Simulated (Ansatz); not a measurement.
Start from `[CH3][AlH][SiH2][SeH]` and change one atom or group to get `[CH3][AlH][SiH2]CF`.

Ansatz, PBE0-D4/def2-TZVP geometries, multiplicity 1. Each molecule was computed in one conformer, which needn't be the lowest.

Scalar relativity is left out up to krypton.

```tsv
property	`[CH3][AlH][SiH2][SeH]`
LUMO energy (ωB97M-V/def2-TZVPP) / eV	-0.24
HOMO energy (PBE/def2-TZVPP) / eV	-5.71
HOMO–LUMO gap (PBE/def2-TZVPP) / eV	3.11
HOMO energy (PBE0/def2-TZVPP) / eV	-6.85
size of the dipole moment (B3LYP/def2-TZVPP) / D	1.80
LUMO energy (PBE/def2-TZVPP) / eV	-2.60
```

(1) Give the same properties after the change, and the shifts. (Best estimate.)

Answers

(1) The calculation gave: 
| property | `[CH3][AlH][SiH2]CF` | shift |
| --- | --- | --- |
| LUMO energy (ωB97M-V/def2-TZVPP) / eV | 1.01 | 1.25 |
| HOMO energy (PBE/def2-TZVPP) / eV | -5.86 | -0.15 |
| HOMO–LUMO gap (PBE/def2-TZVPP) / eV | 4.32 | 1.21 |
| HOMO energy (PBE0/def2-TZVPP) / eV | -6.91 | -0.06 |
| size of the dipole moment (B3LYP/def2-TZVPP) / D | 1.91 | 0.11 |
| LUMO energy (PBE/def2-TZVPP) / eV | -1.54 | 1.06 |

With PBE0 the HOMO falls by 0.06 eV and the LUMO rises by 1.21 eV, so the gap widens by about 1.27 eV. PBE moves the HOMO by -0.15 eV and ωB97M-V by 0.08 eV. The zero-point energy changes by 57.9 kJ/mol with +6 modes. Dipoles are sizes alone; their direction can turn.

B3LYP here is the variant with VWN-RPA as its local correlation; programs differ in this.

Spin–orbit coupling is left out; it splits and shifts lone-pair levels of the heavy atoms by tenths of an eV.
